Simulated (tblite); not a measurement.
C₄H₁₃NOSi.
Numbering: `[CH3:1][CH2:2][CH2:3][NH:4][SiH2:5][O:6][CH3:7]` (hydrogens: H8, H9, H10 on C1; H11, H12 on C2; H13, H14 on C3; H15 on N4; H16, H17 on Si5; H18, H19, H20 on C7)

Computed with GFN2-xTB (tblite), gas phase: L-BFGS steps from a force-field or distance-geometry start until the largest atomic force falls under 0.01 eV/Å.

Step 21: E = -652.2948 eV
```
atom  x, y, z in Å  |  force x, y, z in eV/Å
C1     -2.5781    0.8115    0.2275   -0.019   0.043   0.009
C2     -2.1729   -0.3990   -0.6145    0.022  -0.038  -0.070
C3     -1.1865   -1.3385    0.0869    0.012   0.038  -0.005
N4      0.0824   -0.7242    0.4230   -0.033   0.028   0.000
Si5     1.0523    0.1867   -0.6730   -0.087  -0.026   0.029
O6      2.5874   -0.2582   -0.4109   -0.086  -0.055   0.101
C7      3.7365    0.4397   -0.0697   -0.007  -0.019   0.014
H8     -2.3585    1.7316   -0.3029   -0.014   0.084   0.003
H9     -2.0392    0.8413    1.1696    0.043  -0.050   0.027
H10    -3.6400    0.7950    0.4474   -0.076   0.008   0.062
H11    -3.0532   -0.9747   -0.9041   -0.016  -0.021   0.050
H12    -1.6926   -0.0574   -1.5279    0.011   0.009  -0.085
H13    -0.9901   -2.1794   -0.5895    0.019   0.041   0.077
H14    -1.6398   -1.7304    1.0059    0.049  -0.013  -0.133
H15     0.0907   -0.4116    1.3831    0.072  -0.012  -0.028
H16     0.8797    1.6458   -0.5021    0.028  -0.085  -0.037
H17     0.7509   -0.2180   -2.0449    0.049  -0.015   0.046
H18     4.0896    1.0367   -0.9123    0.021   0.064  -0.049
H19     4.5057   -0.2832    0.2007    0.065  -0.069  -0.023
H20     3.5705    1.0971    0.7854   -0.052   0.088   0.012
```

Step 22: E = -652.2984 eV
```
atom  x, y, z in Å  |  force x, y, z in eV/Å
C1     -2.5797    0.8107    0.2271   -0.019   0.074   0.043
C2     -2.1743   -0.4003   -0.6154   -0.027   0.044  -0.078
C3     -1.1837   -1.3365    0.0831   -0.054   0.038  -0.021
N4      0.0831   -0.7243    0.4231   -0.042   0.017  -0.001
Si5     1.0499    0.1881   -0.6719   -0.019  -0.043   0.028
O6      2.5847   -0.2502   -0.3966   -0.056  -0.052   0.122
C7      3.7424    0.4398   -0.0669   -0.007  -0.002   0.001
H8     -2.3614    1.7346   -0.2991   -0.023   0.047  -0.013
H9     -2.0391    0.8415    1.1678    0.061  -0.061   0.042
H10    -3.6410    0.7961    0.4549   -0.053  -0.008   0.027
H11    -3.0569   -0.9754   -0.8993   -0.005  -0.040   0.051
H12    -1.7031   -0.0567   -1.5322    0.035   0.011  -0.099
H13    -0.9890   -2.1762   -0.5930    0.038   0.010   0.043
H14    -1.6428   -1.7280    0.9969    0.049  -0.048  -0.059
H15     0.0905   -0.4188    1.3849    0.084   0.005  -0.013
H16     0.8612    1.6438   -0.5166    0.036  -0.033  -0.022
H17     0.7616   -0.2256   -2.0424    0.033  -0.029   0.019
H18     4.0924    1.0331   -0.9147    0.010   0.049  -0.027
H19     4.5123   -0.2860    0.1994    0.014  -0.054  -0.038
H20     3.5881    1.1011    0.7884   -0.053   0.074  -0.005
```

Step 23: E = -652.3014 eV
```
atom  x, y, z in Å  |  force x, y, z in eV/Å
C1     -2.5812    0.8112    0.2273   -0.013   0.072   0.052
C2     -2.1755   -0.4001   -0.6179   -0.062   0.108  -0.061
C3     -1.1819   -1.3334    0.0794   -0.091   0.035  -0.034
N4      0.0828   -0.7235    0.4239   -0.041   0.006  -0.003
Si5     1.0480    0.1879   -0.6702    0.048  -0.045   0.017
O6      2.5819   -0.2465   -0.3833   -0.013  -0.038   0.134
C7      3.7461    0.4396   -0.0649   -0.008   0.015  -0.006
H8     -2.3639    1.7379   -0.2960   -0.035   0.012  -0.009
H9     -2.0376    0.8400    1.1670    0.058  -0.061   0.030
H10    -3.6425    0.7961    0.4613   -0.012  -0.013  -0.001
H11    -3.0595   -0.9772   -0.8941    0.007  -0.040   0.039
H12    -1.7116   -0.0553   -1.5384    0.036   0.006  -0.085
H13    -0.9867   -2.1730   -0.5946    0.049  -0.015   0.001
H14    -1.6447   -1.7257    0.9883    0.031  -0.072   0.015
H15     0.0922   -0.4246    1.3871    0.082   0.015   0.004
H16     0.8483    1.6406   -0.5283    0.040   0.017  -0.009
H17     0.7706   -0.2311   -2.0399    0.017  -0.045  -0.010
H18     4.0935    1.0311   -0.9172   -0.013   0.017   0.006
H19     4.5178   -0.2882    0.1982   -0.040  -0.021  -0.049
H20     3.5988    1.1051    0.7898   -0.039   0.048  -0.029
```

Q: Estimate the geometry and energy of step 24. (The exact step hangs on the optimiser's Hessian estimate; all steps are aligned on step 23, rigid shifts and turns removed.)

A: E = -652.3047 eV, largest force 0.152 eV/Å
```
atom  x, y, z in Å  |  force x, y, z in eV/Å
C1     -2.5829    0.8129    0.2284    0.000   0.042   0.039
C2     -2.1774   -0.3978   -0.6221   -0.073   0.131  -0.024
C3     -1.1813   -1.3292    0.0749   -0.098   0.024  -0.034
N4      0.0817   -0.7221    0.4252   -0.035   0.001  -0.011
Si5     1.0471    0.1862   -0.6681    0.098  -0.034  -0.001
O6      2.5793   -0.2454   -0.3678    0.030  -0.019   0.136
C7      3.7490    0.4396   -0.0632   -0.012   0.028  -0.005
H8     -2.3670    1.7422   -0.2928   -0.046  -0.016   0.005
H9     -2.0348    0.8369    1.1666    0.041  -0.051   0.002
H10    -3.6443    0.7955    0.4680    0.037  -0.010  -0.024
H11    -3.0616   -0.9801   -0.8877    0.016  -0.019   0.016
H12    -1.7199   -0.0535   -1.5471    0.017   0.000  -0.046
H13    -0.9825   -2.1697   -0.5959    0.044  -0.019  -0.039
H14    -1.6464   -1.7238    0.9795    0.004  -0.084   0.073
H15     0.0961   -0.4303    1.3902    0.067   0.016   0.011
H16     0.8378    1.6368   -0.5397    0.047   0.053   0.002
H17     0.7799   -0.2367   -2.0375    0.005  -0.060  -0.030
H18     4.0931    1.0295   -0.9199   -0.042  -0.019   0.034
H19     4.5226   -0.2900    0.1963   -0.085   0.019  -0.053
H20     3.6063    1.1099    0.7902   -0.014   0.017  -0.052
```

The energy changes by -0.0033 eV. The first-order estimate −F·Δx gives -0.0044 eV and the mean of the old and new forces, exact on a quadratic surface, -0.0032 eV. The step makes an angle of 69° with the force vector and moves no atom by more than 0.016 Å.

The cost below is that of the whole relaxation. Hardware: one thread, Arm Neoverse N1 (aarch64), no GPU, on a shared host. Cost: 2.1 s wall.
